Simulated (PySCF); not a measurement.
BCl, SMILES [B]Cl (connectivity only; charge and spin as stated), charge +1, multiplicity 2.

The structure is a stationary point at PBE-D3(BJ)/def2-TZVPD.

Level of theory: PySCF with PBE-D3(BJ)/def2-TZVPD.

Frequencies are harmonic and unscaled.

List the normal modes with their intensities. (The exact figures need the calculation; the answer reports its results.)


```
mode  ν (cm⁻¹)  IR (km/mol)  moving atoms (share of kinetic energy)
----  --------  -----------  --------------------------------------
1         1122        143.3                         B 77 %, Cl 23 %
```
